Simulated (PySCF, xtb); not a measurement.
In(H)(OH)(OMe) (CH5InO2), SMILES [InH]([O]C)[OH].

GFN2-xTB in xtb at its own geometry gives an orbital gap of 3.19 eV and a dipole moment of 2.25 D.

Geometry: PBE-D3(BJ)/def2-SVP. The def2 effective core potentials stand for the cores of In; spin–orbit coupling is left out. The values are those of a single conformer.

Task: What does HF/def2-TZVP run with PySCF give? (The exact figures need the calculation; the answer reports its results.)

Result: gap 12.04 eV (levels -11.08 and 0.96 eV), dipole 3.08 D.
